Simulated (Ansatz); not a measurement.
A structure relaxed at B3LYP-D4/def2-TZVP in Ansatz, charge 0, singlet:

```
atom    x (Å)    y (Å)    z (Å)
 Na1   1.2135   0.6546   0.7795
 Cl2  -0.5671  -0.9224   1.6575
 Na3  -1.2134  -0.6546  -0.7795
 Cl4   0.5671   0.9225  -1.6575
```

Question: Give its formula, name or SMILES and point group.

Answer: (NaCl)2 ring (Na2Cl2). Point group D2h (tolerance 0.1 Å).

Question: Summarise the bond lengths by kind (pairs closer than 1.2 times the sum of covalent radii, bridged metal pairs left out).

Answer: 4 × Cl–Na 2.54 Å.
